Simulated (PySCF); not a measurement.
A small calculation by hand: chemical shift, span and skew from a shielding tensor

C2H2F4, SMILES FCC(F)(F)F. Atoms are numbered in the order given.

```xyz
8

F      0.1603     1.9605     0.0000
C     -0.7378     0.9237     0.0000
C     -0.0027    -0.4120     0.0000
F      0.7773    -0.5513     1.0902
F      0.7773    -0.5513    -1.0902
F     -0.9145    -1.4139     0.0000
H     -1.3799     0.9672     0.9063
H     -1.3799     0.9672    -0.9063
```

Coordinates come from a PBE-D3(BJ)/def2-SVP optimisation.

GIAO shieldings from PBE/pcSseg-1 (PySCF), non-relativistic, no solvent. The symmetric part of the tensor of F1 has the principal values 401.6, 404.3, 450.7 ppm. The same nucleus in CFCl3 has σ = 133.6 ppm at this level (PySCF, at its B3LYP-D3(BJ)/def2-TZVP geometry).

Question: Work out the isotropic shielding, the ¹⁹F shift against CFCl3, the span and the skew.

Answer: 
σ(iso) = (σ11 + σ22 + σ33)/3 = 418.9 ppm. δ = σ(ref) − σ(iso) = 133.6 − (418.9) = -285.3 ppm.
Span Ω = σ33 − σ11 = 49.1 ppm. Skew κ = 3(σ(iso) − σ22)/Ω = 0.89. Tumbling in solution averages the tensor to δ; in a static solid the shielding alone would spread this spin-1/2 line over Ω.
